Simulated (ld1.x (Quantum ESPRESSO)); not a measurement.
## Configuration tests for Ge (PAW)

ld1.x (Quantum ESPRESSO) 7.5 input, shortened:

```
&input
   title='Ge', zed=32., rel=1, dft='PBESOL', iswitch=3,
   config='[Ar] 3d10 4s2 4p2'
 /
 &inputp
   pseudotype=3, lpaw=.true., tm=.true., lloc=-1, rcloc=1.75,
   nlcc=.true., rcore=1.10,
   which_augfun='PSQ', rmatch_augfun_nc=.true.
 /
4
4S  1  0   2.00   0.00  1.70  2.00  0.0
4S  1  0   0.00  -0.15  1.70  2.00  0.0
4P  2  1   2.00   0.00  1.60  1.80  0.0
4P  2  1   0.00   0.80  1.60  1.80  0.0
 &test
   configts(1)='4s2 4p2'
 /
```

Energies are relative to the spin-unpolarised reference configuration 4s2 4p2; without spin polarisation the order of configurations can differ from experiment.

```json
{"valence configuration": "4s2 4p1", "charge": "+1", "ΔE all-electron (eV)": "7.453", "error AE − PS (meV)": "-7.0"}
{"valence configuration": "4s2 4p0", "charge": "+2", "ΔE all-electron (eV)": "22.902", "error AE − PS (meV)": "-58"}
{"valence configuration": "4s1 4p0", "charge": "+3", "ΔE all-electron (eV)": "57.690", "error AE − PS (meV)": "-344"}
{"valence configuration": "4s2 4p1.5", "charge": "+0.5", "ΔE all-electron (eV)": "2.805", "error AE − PS (meV)": "-1.3"}
{"valence configuration": "4s0 4p4", "charge": "0", "ΔE all-electron (eV)": "16.212", "error AE − PS (meV)": "-46"}
{"valence configuration": "4s1 4p3", "charge": "0", "ΔE all-electron (eV)": "7.981", "error AE − PS (meV)": "-12"}
{"valence configuration": "4s2 4p2.3", "charge": "-0.3", "ΔE all-electron (eV)": "-0.883", "error AE − PS (meV)": "0.0"}
```

Levels in the configuration 4s0 4p4:

```csv
level,all-electron (eV),pseudo (eV)
4p,-5.209,-5.226
```
